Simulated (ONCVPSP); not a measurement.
## What one change does to a pseudopotential (S, ONCV)

- Element: sulfur
- Generator: ONCVPSP 4.0.1
- Type: optimised norm-conserving Vanderbilt (ONCV)
- Functional: LDA (Perdew-Wang 92)
- Relativity: scalar-relativistic
- Frozen core: [He]
- Valence charge: 14
- Reference configuration: 2s2 2p6 3s2 3p2 (charge +2)
- Partial waves: 2s+3s: rc 0.85 bohr, ncon 3, nbas 6, qcut 18.6 1/bohr, 3 projectors, debl 2.3 Ha; 2p+3p: rc 0.80 bohr, ncon 4, nbas 8, qcut 17 1/bohr, 2 projectors; d scattering state at 0.02 Ha: rc 0.80 bohr, ncon 3, nbas 7, qcut 13.7 1/bohr, local
- Local potential: the d channel
- Core correction: polynomial model core, fcfact 0.3

Change: all radii but the core radius scaled by about 1.13 (s 0.96, p 0.90, d 0.90 bohr).

Cutoffs: the cutoffs (Ha) at which the residual kinetic energy of the hardest occupied pseudo-wave falls to 1 and 0.1 mHa per electron; they do not see the model core or the augmentation charge, which bear on the density cutoff. Errors are all-electron minus pseudo energies relative to the spin-unpolarised reference configuration.

What does the change do?

The potential gets softer (122 Ha and 136 Ha → 110 Ha and 124 Ha); of the 4 tests that both files solve, the error grows in 2 and shrinks in 0 by more than 15 % and 0.3 meV (median size 2.4 → 2.8 meV); neither file shows a bound ghost. A larger radius leaves more room for a smooth pseudo-wave, so fewer plane waves are needed.

```csv
quantity,base,changed
"cutoff, loose",122 Ha,110 Ha
"cutoff, tight",136 Ha,124 Ha
loose cutoff by channel,"s 72 Ha, p 122 Ha","s 44 Ha, p 110 Ha"
bound ghosts,none,none
GHOST(+) flags under 300 eV,none,none
"error for 2s2 2p6 3s2 3p4, meV [ΔE -34.23 eV]",+2.9,+3.7
"error for 2s2 2p6 3s2 3p3, meV [ΔE -22.37 eV]",+1.3,+1.7
"error for 2s2 2p6 3s2 3p1, meV [ΔE 34.15 eV]",+2.0,+1.9
"error for 2s2 2p6 3s0 3p6, meV [ΔE -13.62 eV]",+11,+11
"rms error of d²Exc/dni dnj with the model core, mHa",1.85,1.65
```
